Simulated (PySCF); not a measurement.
**Si⁺: excitation energy**

Si⁺ [Ne] 3s2 3p1 (2P) → Si⁺ [Ne] 3s1 3p1 3d1 (high-spin determinant), as a difference of total energies. All numbers are calculated (PySCF 2.14, the non-relativistic Hamiltonian (point nucleus), in dyall-av2z). Correlated levels: valence: [Ne] frozen; virtual orbitals above 40 to 60 times the deepest correlated orbital energy dropped. The calculations carry no spin-orbit coupling.

```csv
method,excitation energy (eV)
UHF,14.016
LDA,14.580
PBE,14.374
PBE0,14.515
r2SCAN,14.217
B3LYP,14.830
wB97X-V,14.998
PW91,14.403
BP86,14.392
MP2 (valence),14.845
SCS-MP2 (valence),15.087
```

**Question.** How much does correlation contribute at MP2 (valence)?

**Answer.** 14.845 − (14.016) = 0.829 eV, measured against UHF.

The promoted electron is Rydberg-like, and one or two diffuse shells describe it only roughly, which tends to raise the upper state.

The determinant of the upper state mixes LS terms, which raises its energy above the lowest term, most at the Hartree-Fock and MP2 levels.
